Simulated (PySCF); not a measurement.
## Calculated data, AlBHN

Computed with PySCF 2.14.0. Calculation on a computer-drawn molecule: vertical ionisation energy to the stated ion spin, frozen-core CCSD(T) at the basis limit and cheaper methods, single-reference cases, UHF for radicals, no spin-orbit; all values are single points at the evaluated structure, the first of each entry, which is the reference or a displaced copy of it and isn't optimised; the reference structure only sets the zero of the energies above reference; triples share is (T) over the correlation energy.

### AlBHN

Evaluated structure:
```xyz
4
AlBHN
B     -0.2942     2.7503     1.4800
N      0.0034     2.2576     0.3468
Al     0.3434     1.5387    -1.7917
H     -0.6633     3.1224     2.4546
```

Reference structure:
```xyz
4
AlBHN
B     -0.3024     2.7105     1.4124
N      0.0113     2.2682     0.2838
Al     0.4621     1.6343    -1.3356
H     -0.5964     3.1247     2.4698
```

* charge: 0
* multiplicity: 1
* ion multiplicity: 2
* diffuse functions: no
* basis: cc-pV(n+d)Z
* reference is: the Hartree-Fock double-zeta minimum
* best is: HF at quadruple zeta + MP2 correlation extrapolated from triple and quadruple zeta + CCSD(T) minus MP2 at triple zeta
* basis step is: the size of the change from the same recipe one zeta lower
* ionisation energy best: 9.435 eV
* ionisation energy basis step: 0.04503 eV
* energy above reference best: 27.72 kcal/mol
* energy above reference basis step: 0.8643 kcal/mol
* ionisation energy Koopmans at triple zeta: 9.558 eV
* ionisation energy EOM CCSD at triple zeta: 9.345 eV
* total energy HF triple zeta: -321.6567 hartree
* total energy CCSD(T) triple zeta: -322.0425 hartree
* total energy best: -322.0892 hartree
* T1 diagnostic at triple zeta: 0.01798
* D1 diagnostic at triple zeta: 0.03692
* ion T1 diagnostic at triple zeta: 0.01713
* ion D1 diagnostic at triple zeta: 0.04368
* ion spin squared at triple zeta: 0.7621
* triples share at triple zeta: 0.05061
* basis functions triple zeta: 113
* dipole magnitude HF at triple zeta: 2.137 debye
* dipole magnitude CCSD unrelaxed at triple zeta: 2.706 debye
* dipole magnitude PBE at triple zeta: 2.308 debye
* dipole magnitude r2SCAN at triple zeta: 2.142 debye
* dipole magnitude B3LYP at triple zeta: 2.462 debye
* dipole magnitude wB97X at triple zeta: 2.429 debye

Drawn bonds:
| atom | other atom | order |
| --- | --- | --- |
| 1 | 2 | 2 |
| 2 | 3 | 1 |
| 1 | 4 | 1 |

Triple zeta:
| method | ionisation energy (eV) | energy above reference (kcal/mol) |
| --- | --- | --- |
| HF | 7.438 | 33.01 |
| PBE | 9.165 | 24.84 |
| r2SCAN | 9.112 | 28.45 |
| B3LYP | 9.262 | 26.73 |
| wB97X | 9.123 | 29.19 |
| MP2 | 9.567 | 26.03 |
| CCSD | 9.071 | 28.36 |
| CCSD(T) | 9.288 | 27.24 |
